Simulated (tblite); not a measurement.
C7H14OSi.
Geometry (GFN2-xTB, Å), atoms numbered from 1 in this order:
```xyz
23
C7H14OSi angstrom
C      2.2966   -2.0835   -0.1060
C      1.1755   -1.3560   -0.1130
C     -0.0891   -2.0209   -0.3522
C     -1.2811   -1.4285   -0.2840
O     -1.4182   -0.1327    0.0937
C     -2.6330    0.5041   -0.2441
C     -2.6600    1.8710    0.4186
Si     1.1904    0.5205    0.1536
C      3.0034    1.0944    0.2546
H      3.2645   -1.6430    0.0552
H      2.2839   -3.1537   -0.2582
H     -0.0628   -3.0732   -0.6007
H     -2.2020   -1.9643   -0.4946
H     -3.4808   -0.1075    0.0988
H     -2.7060    0.6106   -1.3363
H     -1.8124    2.4588    0.0789
H     -3.5824    2.3869    0.1667
H     -2.5931    1.7627    1.4974
H      0.5617    0.8954    1.4241
H      0.6059    1.2143   -1.0042
H      3.5181    0.6633    1.1080
H      3.5661    0.8347   -0.6369
H      3.0500    2.1735    0.3635
```

Level: GFN2-xTB in tblite, geometry and Hessian alike; calculated harmonic values, unscaled, isolated species. This tight-binding method is rough: wavenumbers can miss measured ones by several per cent, in bad cases by 10 to 20. Modes of hydrogen on silicon can be 10 to 20 % off. One conformer, not necessarily the lowest.

Harmonic wavenumbers (cm⁻¹): 28.2, 46.5, 60.7, 99.1, 136.4, 172.0, 174.1, 199.6, 217.1, 271.8, 322.1, 346.5, 414.4, 435.6, 546.6, 614.7, 667.7, 681.6, 686.1, 703.5, 748.9, 784.2, 818.0, 830.7, 834.4, 840.6, 875.0, 890.2, 924.8, 967.0, 1063.6, 1116.1, 1135.2, 1144.8, 1222.9, 1252.7, 1266.1, 1333.8, 1353.8, 1378.3, 1401.3, 1422.2, 1470.9, 1481.9, 1492.2, 1505.9, 1509.4, 1626.9, 1676.5, 2180.7, 2223.9, 2862.0, 2890.3, 3002.5, 3039.0, 3039.6, 3046.3, 3049.3, 3055.5, 3056.2, 3060.4, 3062.1, 3128.4.

A = 1976, B = 875.6, C = 621.6 MHz; mass 142.081 u (most abundant isotopes); point group C1, symmetry number 1.

Zero-point energy?

½Σν̃ = 40944 cm⁻¹ = 117.07 kcal/mol.

Entropy at 273.15 K, 1 bar (ideal gas, RRHO, classical rotation)?

Translation 40.36, rotation 29.82, vibration 37.67: S = 107.8 cal/(mol K).

And Cp and H(273.15 K) − H(0)?

Cp = 43.84 cal/(mol K), of which vibrations give 35.89 (their classical limit is 63 R = 125.2); H(273.15 K) − H(0) = 7.34 kcal/mol without the zero-point energy, 5.17 from vibrations.

Which modes carry the vibrational entropy at 273.15 K?

28.2 cm⁻¹: 5.78; 46.5 cm⁻¹: 4.79; 60.7 cm⁻¹: 4.26; 99.1 cm⁻¹: 3.30; 136.4 cm⁻¹: 2.69; 172.0 cm⁻¹: 2.25 cal/(mol K); the other 57 give 14.60 together.

Blend soft modes into free rotors: weight 1/[1 + (100 cm⁻¹/ν̃)⁴] for the oscillator and the rest for a rotor with moment μB/(μ + B), μ = h/(8π²ν), B = 10⁻⁴⁴ kg m². What vibrational entropy results?

33.56 cal/(mol K) in place of 37.67, which changes −T·S at 273.15 K by +1.12 kcal/mol.

What must be added to the electronic energy to get the Gibbs energy at 273.15 K and 1 bar?

ZPE + [H(273.15 K) − H(0)] − T·S = 117.07 + 7.34 − 29.46 = 94.95 kcal/mol.

How do the functions run with temperature in this model?

```tsv
T (K)	S (cal/(mol K))	Cp (cal/(mol K))	H − H(0) (kcal/mol)	G − H(0) (kcal/mol)	ln q(vib)
150	86.5	29.0	2.87	-10.11	5.01
250	104.1	41.0	6.36	-19.67	8.63
298.15	111.8	46.9	8.47	-24.87	10.31
400	127.3	58.8	13.87	-37.05	13.78
600	154.9	77.2	27.58	-65.33	20.33
900	189.9	95.2	53.67	-117.21	29.45
```

q(vib) and H(0) count from the zero-point level.

Hindered rotation and anharmonicity are outside this model. Other conformers, if any are populated, would add a mixing term that is left out. The structure is chiral; the term R ln 2 for an equal mix with its mirror image is left out.
